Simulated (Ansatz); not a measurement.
Species: [Al(H)3(NCH)] with one electron removed (charge 1, multiplicity 2), formula CH$_{4}$AlN.

How many basis functions does frozen-core CCSD(T)/cc-pVTZ // B3LYP-D3(BJ)/def2-SVP in Ansatz (a program for electronic structure) use, how many core orbitals are frozen, and how many electrons are correlated?

150 basis functions and 7 frozen orbitals, which leaves 15 correlated electrons. Core time is of the order of minutes.
